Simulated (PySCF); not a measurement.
A structure optimised at ωB97X-D3(BJ)/def2-SVP, used in a PySCF frequency run:

```xyz
4

F      1.2816    -0.7399    -0.4878
As     0.0000     0.0000     0.3991
F      0.0000     1.4798    -0.4878
F     -1.2816    -0.7399    -0.4878
```
Charge 0, spin multiplicity 1.

Problem. Write its SMILES, formula and point group.

Solution. F[As](F)F, AsF3, C3v

Problem. What are its rotational constants (standard atomic weights)?

Solution. 5.7517, 5.7517, 4.0490 GHz
